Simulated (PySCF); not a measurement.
The vertical singlet excitations below were computed for one of the candidates. Computed with PySCF 2.14.0, density-fitted response routines, TDDFT PBE0/def2-SVPD, vertical, gas phase, core orbitals frozen in the response. Geometries: PBE0-D3(BJ)/def2-SVP, one conformer each.

| state | E (eV) | f | main configurations (H = HOMO, L = LUMO) |
| --- | --- | --- | --- |
| S1 | 6.16 | 0.220 | H→L (94%) |
| S2 | 6.43 | 0.0001 | H-2→L (98%) |
| S3 | 6.59 | 0.0093 | H→L+1 (95%) |
| S4 | 6.97 | 0.021 | H→L+2 (93%) |
| S5 | 7.21 | 0.0094 | H-3→L (93%) |
| S6 | 7.22 | 0.021 | H→L+3 (72%), H-1→L (23%) |
| S7 | 7.54 | 0.111 | H-1→L (52%), H→L+3 (23%), H→L+5 (12%) |
| S8 | 7.64 | 0.017 | H→L+4 (72%), H-1→L+1 (25%) |
| S9 | 7.74 | 0.0072 | H-1→L+1 (62%), H→L+4 (25%) |
| S10 | 7.91 | 0.012 | H-2→L+1 (70%), H-2→L+3 (10%) |

Triplets computed (Tamm–Dancoff): 4.58, 5.00, 5.57, 5.98 eV.

Question: Which candidate is it? All have the formula C6H11N3.
A. `CC1=NNC(C(C)C)=N1`
B. `CC(C)(C)c1cn[nH]n1`
C. `CCc1nn(C)nc1C`

Answer: C. Its S1, at 6.16 eV, is the lowest among the candidates; the nearest of the others has S1 at 6.44 eV. S1 is HOMO→LUMO (94%). Löwdin shares by element: HOMO carbon 47% or more, nitrogen 24% or more (atoms not listed hold the other 29%); LUMO nitrogen 67%, carbon 10% or more (atoms not listed hold the other 23%). At the same level the other candidates give, for their lowest levels:
- `CC(C)(C)c1cn[nH]n1`: 6.44 eV (f 0.001); 6.54 eV (f 0.102); 7.12 eV (f 0.010); 7.30 eV (f 0.017); 7.49 eV (f 0.011); T1 4.83 eV; HOMO -7.61, LUMO -0.17 eV
- `Cc1n[nH]c(C(C)C)n1`: 6.44 eV (f 0.004); 6.57 eV (f 0.042); 6.86 eV (f 0.099); 7.29 eV (f 0.018); 7.35 eV (f 0.037); T1 4.80 eV; HOMO -7.19, LUMO 0.29 eV

Shape of the structure used: `[CH3:1][CH2:2][c:3]1[n:4][n:5]([CH3:6])[n:7][c:8]1[CH3:9]`: C1–C2–C3–N4 -96°.
